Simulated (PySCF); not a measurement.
# Energy and ionisation energy along a bond of AlCl2

All numbers below are calculated, not measured. The program is PySCF 2.14.0, an open-source quantum chemistry code, run on an isolated molecule that a program drew, which may never have been made. The molecule is AlCl2 (charge 0, doublet), drawn as the SMILES string `[Cl][Al][Cl]`.

The structure below is the HF double-zeta minimum with every atom moved a little at random, so it isn't optimised. Bond Al2-Cl3 is then set to each length in the table by shifting atom 3 along it, with nothing else relaxed.
```xyz
3
AlCl2, angstrom
Cl    0.6585   -0.4581   -1.5018
Al   -0.7202    0.7945   -0.4694
Cl   -2.3599    1.7175   -1.5047
```

E is the energy above the same method's energy at the HF double-zeta minimum. IE is the energy to remove one electron at fixed geometry, to the singlet state of charge +1, as a difference of total energies. The basis family is cc-pV(n+d)Z, with UHF for radicals and no spin-orbit coupling. Best is HF at quadruple zeta, plus MP2 correlation extrapolated from triple and quadruple zeta, plus CCSD(T) minus MP2 at triple zeta, with a frozen core. The other columns are at triple zeta.

```
bond (Å)  E MP2 (kcal/mol)  E r2SCAN (kcal/mol)  E CCSD(T) (kcal/mol)  E best (kcal/mol)  IE MP2 (eV)  IE r2SCAN (eV)  IE CCSD(T) (eV)  IE best (eV)     T1
  2.0536              0.59                 0.56                  0.63               0.53        8.585           8.796            8.599         8.684  0.012
  2.1256              0.23                 0.21                  0.15               0.28        8.703           8.914            8.712         8.800  0.012
  2.1476              0.49                 0.45                  0.37               0.56        8.738           8.949            8.746         8.835  0.012
  2.2586                 ?                    ?                     ?                  ?            ?               ?                ?             ?      ?
  2.3326              7.24                 6.76                  6.75               7.32        9.016           9.226            9.007         9.104  0.013
```

T1 is the CCSD diagnostic of the starting molecule.

**Estimate the best E and IE at 2.2586 Å from the other rows.**

A cubic in the inverse of the bond length through the other values of E best gives 3.85 kcal/mol there. A least-squares quadratic in the bond length through IE best gives 9.001 eV. The calculation gives 3.87 kcal/mol and 9.002 eV, so the fits miss by 0.02 kcal/mol and 0.001 eV. The same recipe one zeta lower moves these two values by 0.63 kcal/mol and 0.07 eV, a gauge of their own error. The rest of the row: E is 3.75 (MP2), 3.50 (r2SCAN), 3.42 (CCSD(T)); IE is 8.909 (MP2), 9.120 (r2SCAN), 8.908 (CCSD(T)); T1 is 0.013.
